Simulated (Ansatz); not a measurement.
Reaction (substitution at a C–N bond): `[SiH3]NCS` + H₂Te → `SC[TeH]` + `N[SiH3]`

Program: Ansatz. Geometries: PBE0-D4/def2-TZVP. ΔE: electronic, gas phase. CBS: MP2 limit from def2 TZ/QZ plus the TZ coupled-cluster correction, frozen cores. This one scheme is used for every species. DFT in def2-TZVPP. B3LYP here is the variant with VWN-RPA as its local correlation; programs differ in this. def2 core potentials past Kr. For Te outer-core shells are correlated without core-valence functions, which leaves a few kJ/mol of doubt a bond. One conformer a species, not always the lowest.

| level | ΔE (kJ/mol) | difference from CCSD(T)/CBS |
| --- | --- | --- |
| PBE-D4 | -27.9 | 8.6 |
| r2SCAN-D4 | -27.8 | 8.7 |
| PBE0-D4 | -26.6 | 9.9 |
| B3LYP-D4 | -26.2 | 10.3 |
| ωB97X-V | -24.8 | 11.7 |
| ωB97M-V | -27.3 | 9.2 |
| B2PLYP | -30.7 | 5.8 |
| PBE | -29.1 | 7.4 |
| r2SCAN | -28.6 | 7.9 |
| PBE0 | -27.7 | 8.8 |
| B3LYP | -27.5 | 9.0 |
| HF/def2-TZVPP | -21.1 | 15.4 |
| MP2/def2-TZVPP | -37.6 | -1.1 |
| SCS-MP2/def2-TZVPP | -34.2 | 2.3 |
| CCSD/def2-TZVPP | -27.0 | 9.5 |
| CCSD(T)/def2-TZVPP | -28.5 | 8.0 |
| HF/def2-QZVPP | -21.8 | 14.7 |
| MP2/def2-QZVPP | -42.4 | -5.9 |
| SCS-MP2/def2-QZVPP | -38.5 | -2.0 |
| HF/CBS(def2) | -21.9 | 14.6 |
| MP2/CBS(def2) | -45.5 | -9.0 |
| CCSD/CBS(def2) | -35.0 | 1.5 |
| CCSD(T)/CBS | -36.5 | 0 |

Largest T1 diagnostic among the species: 0.011.

In def2-TZVPP, CCSD(T) changes the Hartree–Fock value by −7.4 kJ/mol (the triples alone add −1.5 kJ/mol) and MP2 by −16.4 kJ/mol.
